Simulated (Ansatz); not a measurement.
`C[Si](C)(C)[CH2][AlH2]`. Charge 0, multiplicity 1. All single points use the PBE0-D4/def2-TZVP geometry. It is one conformer, not always the lowest.

```xyz
19

C     0.797    0.539    1.639
Si    0.328    0.275   -0.159
C     0.925    1.739   -1.170
C     1.152   -1.287   -0.795
C    -1.528    0.084   -0.287
Al   -2.324   -1.389    0.708
H     0.311    1.430    2.048
H     1.876    0.673    1.749
H     0.506   -0.317    2.254
H     2.010    1.854   -1.100
H     0.669    1.617   -2.227
H     0.467    2.669   -0.823
H     0.878   -1.484   -1.836
H     0.863   -2.158   -0.199
H     2.241   -1.204   -0.751
H    -1.818   -0.038   -1.340
H    -2.023    1.009    0.040
H    -1.430   -2.387    1.566
H    -3.898   -1.624    0.681
```

Task: What is the dipole moment at PBE/def2-TZVPP? (An estimate is asked.)

Result: Ansatz gave: 0.88 D, with components (0.29, 0.68, -0.47) D in this frame, pointing from negative to positive charge.

Task: And with r2SCAN, B3LYP, ωB97M-V? (An estimate is asked.)

Result: Ansatz gave: r2SCAN 0.88 D, B3LYP 0.82 D, ωB97M-V 0.83 D.

Task: Give the Mulliken charges with PBE, ωB97M-V, B3LYP in def2-TZVPP. (An estimate is asked.)

Result: The calculation gave: 
```json
{"atom": "C1", "PBE": "-0.38", "ωB97M-V": "-0.46", "B3LYP": "-0.41"}
{"atom": "Si2", "PBE": "0.33", "ωB97M-V": "0.43", "B3LYP": "0.47"}
{"atom": "C3", "PBE": "-0.37", "ωB97M-V": "-0.45", "B3LYP": "-0.39"}
{"atom": "C4", "PBE": "-0.38", "ωB97M-V": "-0.46", "B3LYP": "-0.41"}
{"atom": "C5", "PBE": "-0.32", "ωB97M-V": "-0.49", "B3LYP": "-0.37"}
{"atom": "Al6", "PBE": "0.32", "ωB97M-V": "0.39", "B3LYP": "0.41"}
{"atom": "H7", "PBE": "0.09", "ωB97M-V": "0.11", "B3LYP": "0.09"}
{"atom": "H8", "PBE": "0.09", "ωB97M-V": "0.11", "B3LYP": "0.09"}
{"atom": "H9", "PBE": "0.10", "ωB97M-V": "0.12", "B3LYP": "0.10"}
{"atom": "H10", "PBE": "0.09", "ωB97M-V": "0.11", "B3LYP": "0.09"}
{"atom": "H11", "PBE": "0.09", "ωB97M-V": "0.11", "B3LYP": "0.09"}
{"atom": "H12", "PBE": "0.09", "ωB97M-V": "0.11", "B3LYP": "0.09"}
{"atom": "H13", "PBE": "0.09", "ωB97M-V": "0.11", "B3LYP": "0.09"}
{"atom": "H14", "PBE": "0.10", "ωB97M-V": "0.12", "B3LYP": "0.10"}
{"atom": "H15", "PBE": "0.09", "ωB97M-V": "0.11", "B3LYP": "0.09"}
{"atom": "H16", "PBE": "0.09", "ωB97M-V": "0.12", "B3LYP": "0.09"}
{"atom": "H17", "PBE": "0.09", "ωB97M-V": "0.12", "B3LYP": "0.09"}
{"atom": "H18", "PBE": "-0.12", "ωB97M-V": "-0.11", "B3LYP": "-0.15"}
{"atom": "H19", "PBE": "-0.12", "ωB97M-V": "-0.11", "B3LYP": "-0.14"}
```

B3LYP here is the variant with VWN-RPA as its local correlation; programs differ in this.
